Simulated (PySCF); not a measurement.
C4H9NO, triplet, at a GFN2-xTB geometry (a higher spin typed on purpose: for a closed-shell molecule this is an excited state); PBE/6-31G* (PySCF).

The PySCF input:
```python
from pyscf import gto, scf, dft

mol = gto.Mole()
mol.atom = '''
    C    -1.64152590   -0.45306691   -0.65776818
    N    -0.64574011    0.23343216    0.10685618
    C    -0.93627875    0.37511934    1.50063280
    C     0.70857036   -0.24991731   -0.25698073
    C     1.83775129    0.43318640    0.50010612
    O     0.88518313   -0.42430812   -1.53561110
    H    -2.60817453    0.03162618   -0.51998919
    H    -1.32124666   -0.41190406   -1.70258188
    H    -1.73653915   -1.51464916   -0.38864660
    H    -0.26404130    1.10315755    1.94950906
    H    -0.84390322   -0.57533533    2.04704349
    H    -1.96388122    0.72382060    1.61177281
    H     2.76969741    0.15967388    0.01431978
    H     1.73470914    1.52293415    0.47657954
    H     1.86099316    0.08918673    1.53294838
'''
mol.basis = '6-31g*'
mol.spin = 2
mol.verbose = 4
mol.build()

mf = dft.UKS(mol)
mf.xc = 'pbe'
mf.kernel()
```

What the program printed (banner, timings and long lists left out):

```
PySCF version 2.14.0

[INPUT] verbose = 4
[INPUT] num. atoms = 15
[INPUT] num. electrons = 48
[INPUT] charge = 0
[INPUT] spin (= nelec alpha-beta = 2S) = 2
[INPUT] symmetry False subgroup None
[INPUT] Mole.unit = angstrom
[INPUT] Symbol           X                Y                Z      unit          X                Y                Z       unit  Magmom
[...]
nuclear repulsion = 248.80082142946
number of shells = 54
number of NR pGTOs = 198
number of NR cGTOs = 102
basis = 6-31g*
ecp = {}

******** <class 'pyscf.dft.uks.UKS'> ********
method = UKS
initial guess = minao
damping factor = 0
level_shift factor = 0
DIIS = <class 'pyscf.scf.diis.CDIIS'>
diis_start_cycle = 1
diis_space = 8
diis_damp = 0
SCF conv_tol = 1e-09
SCF conv_tol_grad = None
SCF max_cycles = 50
direct_scf = True
direct_scf_tol = 1e-13
number electrons alpha = 25  beta = 23
XC library pyscf.dft.libxc version 7.1.2
    S. Lehtola, C. Steigemann, M. J. T. Oliveira, and M. A. L. Marques,  SoftwareX 7, 1–5 (2018)
XC functionals = pbe
    J. P. Perdew, K. Burke, and M. Ernzerhof,  Phys. Rev. Lett. 77, 3865 (1996)
    J. P. Perdew, K. Burke, and M. Ernzerhof,  Phys. Rev. Lett. 78, 1396 (1997)
    J. P. Perdew, K. Burke, and M. Ernzerhof,  Phys. Rev. Lett. 77, 3865 (1996)
    J. P. Perdew, K. Burke, and M. Ernzerhof,  Phys. Rev. Lett. 78, 1396 (1997)
radial grids:
    Treutler-Ahlrichs [JCP 102, 346 (1995); DOI:10.1063/1.469408] (M4) radial grids

becke partition: Becke, JCP 88, 2547 (1988); DOI:10.1063/1.454033
pruning grids: <function nwchem_prune>
grids dens level: 3
symmetrized grids: False
atomic radii adjust function: <function treutler_atomic_radii_adjust>
small_rho_cutoff = 0
Set gradient conv threshold to 3.16228e-05
tot grids = 172728
init E= -287.699941628836

cycle= 1 E= -287.031193449187  delta_E= 0.669  |g|= 0.734  |ddm|=  2.6

cycle= 2 E= -283.06446232093  delta_E= 3.97  |g|= 2.48  |ddm|=   11

cycle= 3 E= -287.248335518465  delta_E= -4.18  |g|= 0.351  |ddm|= 10.9

cycle= 4 E= -287.233423997611  delta_E= 0.0149  |g|= 0.377  |ddm|= 0.646

cycle= 5 E= -287.302810016399  delta_E= -0.0694  |g|= 0.101  |ddm|= 0.412

cycle= 6 E= -287.308249408722  delta_E= -0.00544  |g|= 0.0296  |ddm|= 0.219

cycle= 7 E= -287.308498521968  delta_E= -0.000249  |g|= 0.0222  |ddm|= 0.0466

cycle= 8 E= -287.308721791765  delta_E= -0.000223  |g|= 0.00624  |ddm|= 0.0395

cycle= 9 E= -287.308721814347  delta_E= -2.26e-08  |g|= 0.00677  |ddm|= 0.0239

cycle= 10 E= -287.308746541108  delta_E= -2.47e-05  |g|= 0.0014  |ddm|= 0.00827

cycle= 11 E= -287.308747052623  delta_E= -5.12e-07  |g|= 0.00102  |ddm|= 0.00146

cycle= 12 E= -287.308747600953  delta_E= -5.48e-07  |g|= 0.000296  |ddm|= 0.00114

cycle= 13 E= -287.308747648117  delta_E= -4.72e-08  |g|= 4.1e-05  |ddm|= 0.00036

cycle= 14 E= -287.308747648797  delta_E= -6.8e-10  |g|= 2.05e-05  |ddm|= 4.35e-05

Extra cycle  E= -287.308747636866  delta_E= 1.19e-08  |g|= 0.000147  |ddm|= 0.000273
SCF not converged.
SCF energy = -287.308747636866 after 50 cycles  <S^2> = 2.0035161  2S+1 = 3.0023432
```

Convergence was not reached.
